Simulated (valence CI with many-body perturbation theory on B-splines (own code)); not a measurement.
The numbers below are computed, except where a source is named.
## Pm40+: what the settings do

Method: relativistic CI+MBPT: three valence electrons over a frozen Dirac-Fock core [Ar], radial functions for each j: 6 s, 6 p, 5 d, 5 f, 1 g, with the one-electron correlation potential Σ1, the two-electron term Σ2, the three-electron term Σ3, Breit, model QED; selected CI, second order for the rest, scaled by the run's own slope (own B-spline code, finite nucleus).

No measured spectrum was set against this ion. As an estimate, large intervals hold to a few tenths of a per cent, small ones and those within an open d or f shell to about a per cent. Only levels of the ground parity were solved; by the run's estimate the other parity begins above the list, which can be wrong where configurations are misplaced.

The reference run has the lowest level (3d3/2^3) J=3/2 and an ionisation energy of 2998.23 eV. Its largest variational space holds 2233 state functions.

Levels are named by their leading jj configuration (3d3/2^4 stands for four electrons in 3d with j = 3/2), which in mixed levels can hold well under half, so a name can repeat and another be missing. Letters in brackets count levels of one name in rising energy.

Changed runs:
A. shift of the energy in Σ1 (hartree) 0 → -30.817
B. correlating orbitals by l 3 3 3 3 1 → 4 4 0 0 0
C. natural orbitals for correlation on → off
D. logarithmic knot step 0.27 → 1.1 (bad on purpose)

Excitation energies of the reference run in cm⁻¹, and shifts in cm⁻¹:

```tsv
Level	Reference	A	B	C	D
(3d3/2^2 3d5/2) J=5/2 [a]	184472	+180060	-866	-711	-38
(3d3/2^2 3d5/2) J=3/2	229846	+174130	-24	-22	-35
(3d3/2^2 3d5/2) J=7/2	243125	+186468	-357	-297	-38
(3d3/2^2 3d5/2) J=9/2	251653	+179766	-104	-93	-35
(3d3/2^2 3d5/2) J=1/2	260634	+177275	+262	+208	-36
(3d3/2^2 3d5/2) J=5/2 [b]	383893	+197362	+1234	+937	-40
(3d3/2 3d5/2^2) J=7/2 [a]	429936	+355052	-575	-467	-69
(3d3/2 3d5/2^2) J=9/2	453400	+361913	-580	-483	-71
(3d3/2 3d5/2^2) J=3/2 [a]	486131	+358092	+225	+174	-68
(3d3/2 3d5/2^2) J=1/2	503602	+359753	+464	+408	-69
(3d3/2 3d5/2^2) J=11/2	517058	+360401	+179	+127	-69
(3d3/2 3d5/2^2) J=5/2 [a]	529515	+344998	+909	+683	-65
Ionisation energy (eV)	2998.23	+20.69	-0.26	-0.23	-0.09
```
